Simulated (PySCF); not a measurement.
## Orbital picture of SrSe

BHandHLYP at R = 2.588 Å; basis Sr def2-SVP with ECP28, Se def2-SVP; scalar-relativistic core potentials; PySCF 2.14. State: ¹Σ⁺ (singlet), closed shell. Only the outer orbitals are listed, counted within each symmetry, core potentials removing the inner ones.

| orbital | occ. | ε (eV) | on Sr (%) | main shells (%) |
| --- | --- | --- | --- | --- |
| 7σ | 2 | -47.33 | 100 | 100 Sr s |
| 4π | 2 | -26.61 | 100 | 100 Sr p |
| 4π | 2 | -26.61 | 100 | 100 Sr p |
| 8σ | 2 | -26.54 | 97 | 97 Sr p |
| 9σ | 2 | -16.56 | 8 | 92 Se s |
| 10σ | 2 | -5.77 | 32 | 66 Se p, 21 Sr s, 10 Sr d |
| 5π | 2 | -5.37 | 20 | 80 Se p, 14 Sr d |
| 5π | 2 | -5.37 | 20 | 80 Se p, 14 Sr d |
| 11σ | 0 | -1.94 | 90 | 64 Sr s, 22 Sr p, 10 Se p |
| 6π | 0 | -0.42 | 100 | 71 Sr p, 29 Sr d |
| 6π | 0 | -0.42 | 100 | 71 Sr p, 29 Sr d |

Question: Which are the highest filled and the lowest empty level, where do they sit, and how wide is the gap?

Answer: Highest filled 5π at -5.37 eV (in %: 80 Se p, 14 Sr d); lowest empty 11σ at -1.94 eV (in %: 64 Sr s, 22 Sr p, 10 Se p); the gap at BHandHLYP is 3.43 eV.

```json
{
  "bond order (Mayer)": "2.29",
  "⟨S²⟩": "0.000",
  "charge on Sr (Mulliken, basis-dependent)": "0.47",
  "charge on Sr (Löwdin, basis-dependent)": "0.22",
  "dipole moment (positive dipole means Sr(−)Se(+))": "-11.27 D"
}
```
